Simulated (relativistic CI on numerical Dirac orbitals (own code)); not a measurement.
Hf3+ (5d) in a crystal field

Calculated by Dirac-Coulomb-Breit CI, orbitals from a KLI potential per configuration, a model potential for QED, valence Slater integrals scaled by 0.9, one configuration in a parametric crystal field (own radial code).

Field parameters in Wybourne normalisation: Td as Oh with Dq negative (B⁴₀ = 21Dq, B⁴₄ = √(5/14) B⁴₀). The field is a parameter set, without covalency.

S is read from ⟨S²⟩ = S(S + 1).

Site symmetry Td; labels are those of the double group. Computed levels in cm⁻¹ above the lowest, in rising order:

```csv
Δ (size of 10Dq),Lowest,No. 2,No. 3
3100,Γ8,4493 Γ8,5761 Γ7
5600,Γ8,6165 Γ8,7847 Γ7
8100,Γ8,8266 Γ8,10148 Γ7
10600,Γ8,10542 Γ8,12536 Γ7
13100,Γ8,12902 Γ8,14966 Γ7
15600,Γ8,15306 Γ8,17418 Γ7
18050,Γ8,17688 Γ8,19834 Γ7
```

Ground-state S against |10Dq| in cm⁻¹: 3100: 0.50, 5600: 0.50, 8100: 0.50, 10600: 0.50, 13100: 0.50, 15600: 0.50, 18050: 0.50.

No abrupt spin change occurs in this range.
